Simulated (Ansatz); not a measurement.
Ansatz (a quantum-chemistry and plane-wave program) input file for In(OH)2(SMe) (CH₅InO₂S), SMILES C[S][In]([OH])[OH], PBE0/def2-SVPD. The structure is a stationary point at PBE0-D3(BJ)/def2-SVP. The structure was generated by enumeration; whether it is a known compound was not checked. The def2 effective core potentials stand for the cores of In; spin–orbit coupling is left out. The values are those of a single conformer.

Ansatz 0.2 input:
```yaml
crystal:
  periodic: [false, false, false]
  atoms:
    - {symbol: In, position_ang: [-0.01342374, -0.51280195, 0.00000000]}
    - {symbol: O, position_ang: [-1.00245106, -2.24360411, -0.00000000]}
    - {symbol: H, position_ang: [-0.40412908, -2.99982444, -0.00000000]}
    - {symbol: O, position_ang: [1.99126405, -0.43521405, -0.00000000]}
    - {symbol: H, position_ang: [2.42078644, -1.29720223, 0.00000000]}
    - {symbol: S, position_ang: [-0.96649427, 1.65622325, -0.00000000]}
    - {symbol: C, position_ang: [0.58655652, 2.63589696, 0.00000000]}
    - {symbol: H, position_ang: [1.47986229, 1.99722140, -0.00000001]}
    - {symbol: H, position_ang: [0.59765450, 3.27134630, 0.89574424]}
    - {symbol: H, position_ang: [0.59765450, 3.27134629, -0.89574425]}
basis:
  gaussian:
    orbitals: def2-SVPD
hamiltonian:
  xc: {name: PBE0}
```

Log of the run:

```
WARN ansatz: RAYON_NUM_THREADS=1 ignored (pool sized by the plan → 1); use --threads N
Functional definition: PBE0
integrals: 0.12 GiB planned
1549 factors; their error is unknown
mean field: 0.92 GiB planned
mean field evaluation 1: about -21193.2277 eV, gradient 8.4e1 eV
mean field evaluation 2: about -21148.6865 eV, gradient 1.6e2 eV
mean field evaluation 4: about -21206.6033 eV, gradient 9.8e0 eV
mean field evaluation 8: about -21206.8503 eV, gradient 3.1e-1 eV
mean field evaluation 16: about -21207.0062 eV, gradient 1.1e-4 eV
mean field -21207.00622786 eV, -779.3431042488 hartree, gradient 2.9e-5 eV, S^2 0.000000; 0 other end points of the search recorded, 0 dependent functions left out
reference -21207.00627320 eV, -779.3431059148 hartree; 32, 32 occupied and 133, 133 virtual orbitals, 1549 factors
Total energy: -21207.00627320 eV, -779.3431059148 hartree
```

The calculation finished and met its thresholds.
